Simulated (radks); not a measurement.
Problem. These are the eigenvalues of the occupied orbitals of an atom or ion with whole-number occupations (eV). Calculated with a radial shooting solver on a logarithmic mesh with Libxc functionals: scalar-relativistic Kohn-Sham, r2SCAN, spin-unpolarised, spherical densities, finite nucleus; meta-GGA in the generalised Kohn-Sham scheme; Fermi nuclear charge, rms radius of each element as measured or else 0.836 A^(1/3) + 0.57 fm.

orbital  eigenvalue
1s        -14208.25
2s        -1892.699
2p        -1672.825
3s        -284.0617
3p        -213.2011
3d         -96.4028
4s         -35.6884
4p         -20.6291

Which element is it, and in what charge state? The configuration may be excited.

Solution. Z = 36, krypton, charge +1: Kr+ in [Ar] 3d10 4s1 4p6. The list shows which subshells hold electrons but not how many an open one holds; the 1s level, -522.14 hartree, gives Z - s = 32.3 by -(Z - s)^2/2, which with screening and relativity narrows Z to a few neighbours, and the depths of the outer levels then fix element, charge and occupations together.
